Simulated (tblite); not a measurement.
Compound: C6H11OP.
SMILES with atom numbers: `[CH2:1]=[CH:2][P@:3]([CH3:4])(=[O:5])[C:6](=[CH2:7])[CH3:8]` (hydrogens: H9, H10 on C1; H11 on C2; H12, H13, H14 on C4; H15, H16 on C7; H17, H18, H19 on C8)

Computed with GFN2-xTB (tblite), gas phase: L-BFGS steps from a force-field or distance-geometry start until the largest atomic force falls under 0.01 eV/Å.

Step 16: E = -680.9601 eV
```
atom  x, y, z in Å  |  force x, y, z in eV/Å
C1      1.1643    2.5310    0.5633    0.019   0.053  -0.015
C2      0.9925    1.2439    0.8035    0.046  -0.015  -0.027
P3      0.5664    0.0853   -0.5349    0.019  -0.022   0.059
C4      1.7199   -1.3272   -0.2719    0.001   0.013  -0.023
O5      0.6071    0.6505   -1.8876    0.042   0.026   0.025
C6     -1.0882   -0.5383   -0.0460   -0.056  -0.028   0.018
C7     -1.2766   -1.1264    1.1251   -0.035  -0.026   0.041
C8     -2.1578   -0.2870   -1.0550    0.009  -0.009  -0.001
H9      1.3994    3.2373    1.3471    0.002  -0.016  -0.082
H10     1.0815    2.9174   -0.4407   -0.026  -0.033   0.002
H11     1.0878    0.8430    1.8008   -0.054  -0.060   0.040
H12     1.4306   -2.1427   -0.9366    0.022   0.093   0.029
H13     1.7020   -1.6713    0.7581    0.009  -0.011  -0.035
H14     2.7263   -0.9944   -0.5315   -0.095  -0.007  -0.010
H15    -2.2447   -1.4837    1.4428    0.004   0.021  -0.065
H16    -0.4730   -1.2815    1.8247    0.022   0.012  -0.005
H17    -2.2240    0.7840   -1.2556    0.006  -0.066   0.005
H18    -3.1244   -0.6575   -0.7163    0.037   0.034   0.010
H19    -1.8988   -0.7733   -1.9967    0.029   0.041   0.035
```

Step 17: E = -680.9618 eV
```
atom  x, y, z in Å  |  force x, y, z in eV/Å
C1      1.1634    2.5284    0.5615    0.032   0.053  -0.018
C2      0.9941    1.2427    0.8086    0.025  -0.006  -0.016
P3      0.5663    0.0853   -0.5276    0.004  -0.033   0.003
C4      1.7192   -1.3258   -0.2733    0.021  -0.015  -0.015
O5      0.6107    0.6531   -1.8787    0.029   0.049  -0.008
C6     -1.0894   -0.5398   -0.0456   -0.076  -0.016   0.039
C7     -1.2784   -1.1268    1.1259   -0.030  -0.028   0.029
C8     -2.1582   -0.2873   -1.0551    0.010   0.000  -0.016
H9      1.3995    3.2387    1.3396    0.008   0.012  -0.052
H10     1.0814    2.9069   -0.4443   -0.032  -0.014  -0.035
H11     1.0880    0.8496    1.8079   -0.048  -0.087   0.071
H12     1.4315   -2.1393   -0.9401    0.003   0.079   0.016
H13     1.7048   -1.6737    0.7543    0.012  -0.026   0.001
H14     2.7240   -0.9921   -0.5352   -0.074   0.009  -0.008
H15    -2.2449   -1.4854    1.4450   -0.015   0.017  -0.067
H16    -0.4740   -1.2816    1.8238    0.038   0.010   0.013
H17    -2.2236    0.7834   -1.2571    0.008  -0.053   0.017
H18    -3.1271   -0.6561   -0.7198    0.058   0.028   0.014
H19    -1.8970   -0.7711   -1.9972    0.025   0.024   0.030
```

**Question.** Estimate the geometry and energy of step 18. (The exact step hangs on the optimiser's Hessian estimate; all steps are aligned on step 17, rigid shifts and turns removed.)

**Answer.** E = -680.9633 eV, largest force 0.117 eV/Å
```
atom  x, y, z in Å  |  force x, y, z in eV/Å
C1      1.1631    2.5262    0.5592    0.036   0.020  -0.020
C2      0.9962    1.2416    0.8139    0.002   0.000   0.012
P3      0.5660    0.0848   -0.5206   -0.015  -0.017  -0.046
C4      1.7188   -1.3246   -0.2746    0.021  -0.028   0.008
O5      0.6146    0.6565   -1.8699    0.014   0.053  -0.018
C6     -1.0918   -0.5414   -0.0445   -0.051   0.008   0.036
C7     -1.2805   -1.1277    1.1271   -0.013  -0.028   0.024
C8     -2.1585   -0.2876   -1.0553    0.014   0.003  -0.014
H9      1.3998    3.2406    1.3315    0.016   0.042  -0.020
H10     1.0808    2.8964   -0.4487   -0.033  -0.001  -0.059
H11     1.0873    0.8546    1.8160   -0.042  -0.090   0.061
H12     1.4324   -2.1349   -0.9435   -0.022   0.040  -0.012
H13     1.7079   -1.6766    0.7506    0.016  -0.039   0.033
H14     2.7209   -0.9894   -0.5390   -0.028   0.031  -0.011
H15    -2.2458   -1.4868    1.4461   -0.040   0.005  -0.053
H16    -0.4743   -1.2816    1.8231    0.037   0.007   0.023
H17    -2.2231    0.7821   -1.2583    0.012  -0.018   0.024
H18    -3.1288   -0.6542   -0.7231    0.053   0.013   0.019
H19    -1.8948   -0.7686   -1.9973    0.026  -0.002   0.013
```

The energy changes by -0.0015 eV. The first-order estimate −F·Δx gives -0.0021 eV and the mean of the old and new forces, exact on a quadratic surface, -0.0015 eV. The step makes an angle of 72° with the force vector and moves no atom by more than 0.011 Å.
